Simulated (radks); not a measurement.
Isoelectronic series with 42 electrons, each ion in its NIST ground configuration. Calculated with a radial shooting solver on a logarithmic mesh with Libxc functionals: Dirac Kohn-Sham, PBE, spin-unpolarised, spherical densities, finite nucleus; open shells are shared between the two j in proportion to 2j + 1; Fermi nuclear charge, rms radius of each element as measured or else 0.836 A^(1/3) + 0.57 fm. Total energies (hartree) and orbital eigenvalues (eV) (* marks an orbital that is empty in some or all of the ions):

ion,configuration,E (hartree),4d5/2,4d3/2,5s1/2*
Mo,[Kr] 4d5 5s1,-4049.14502,-3.6735,-3.8773,-4.0865
Ru2+,[Kr] 4d6,-4530.52845,-23.9847,-24.3576,-19.0614
Pd4+,[Kr] 4d6,-5042.66753,-57.0007,-57.6267,-41.8374
Cd6+,[Kr] 4d6,-5585.63775,-98.8173,-99.7689,-70.4134
Sn8+,[Kr] 4d6,-6159.67567,-148.6127,-149.9734,-104.3415
Te10+,[Kr] 4d6,-6765.07313,-205.9990,-207.8648,-143.4187
Xe12+,[Kr] 4d6,-7402.17897,-270.7567,-273.2366,-187.5418
Ba14+,[Kr] 4d6,-8071.3701,-342.7478,-345.9644,-236.6595
Ce16+,[Kr] 4d6,-8773.0665,-421.8798,-425.9706,-290.7519
Nd18+,[Kr] 4d6,-9507.7217,-508.0881,-513.2058,-349.8203
Sm20+,[Kr] 4d6,-10275.7949,-601.3264,-607.6404,-413.8804
Gd22+,[Kr] 4d6,-11077.8615,-701.5609,-709.2576,-482.9620
Dy24+,[Kr] 4d6,-11914.4774,-808.7668,-818.0512,-557.1034
Er26+,[Kr] 4d6,-12786.2701,-922.9262,-934.0222,-636.3527
Yb28+,[Kr] 4d6,-13693.8767,-1044.026,-1057.178,-720.7649
Hf30+,[Kr] 4d6,-14638.0359,-1172.058,-1187.531,-810.4044
W32+,[Kr] 4d6,-15619.5210,-1307.016,-1325.098,-905.3429
Os34+,[Kr] 4d6,-16639.1271,-1448.898,-1469.899,-1005.658
Pt36+,[Kr] 4d6,-17697.8058,-1597.701,-1621.957,-1111.439

4d5/2 drops below 5s1/2 between Mo and Ru2+. 4d3/2 drops below 5s1/2 between Mo and Ru2+.
